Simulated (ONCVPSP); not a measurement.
Reading a pseudo-wave (K (Z = 19))

Columns: radius, all-electron u(r) and pseudo u(r) of the 3p shell (level -18.81 eV) of potassium in the configuration [Ne] 3s2 3p6 4s1; PBE, scalar-relativistic, ONCV scheme, ONCVPSP 4.0.1.

```csv
r (bohr),all-electron,pseudo
0.108,-0.2958,0.0207
0.215,-0.4333,0.0801
0.322,-0.3058,0.1727
0.430,-0.0537,0.2908
0.538,0.2167,0.4222
0.645,0.4508,0.5525
0.752,0.6334,0.6708
0.860,0.7635,0.7680
0.968,0.8437,0.8366
1.075,0.8825,0.8744
1.182,0.8896,0.8843
1.290,0.8732,0.8708
1.398,0.8403,0.8395
1.505,0.7969,0.7967
1.612,0.7471,0.7471
1.720,0.6937,0.6936
1.828,0.6393,0.6393
1.935,0.5862,0.5862
2.042,0.5349,0.5349
2.150,0.4858,0.4858
2.258,0.4398,0.4398
2.365,0.3974,0.3974
2.472,0.3583,0.3583
2.580,0.3222,0.3221
2.688,0.2891,0.2891
2.795,0.2594,0.2594
```

Question: How many radial nodes do the two functions have?

Answer: The all-electron 3p function has n − l − 1 = 1; the pseudo-wave has 0, since the states of the same l below it are removed with the core.

Question: At about which radius was the pseudo-wave matched?

Answer: 1.65 bohr. The columns agree to 0.0005 from 1.50 bohr on; several derivatives are matched, so the curves merge somewhat inside the radius.

Question: Is the pseudo-wave norm-conserving?

Answer: Yes: the ONCV scheme keeps the norm inside the radius equal to the all-electron one, which fixes the energy derivative of the logarithmic derivative at the level.
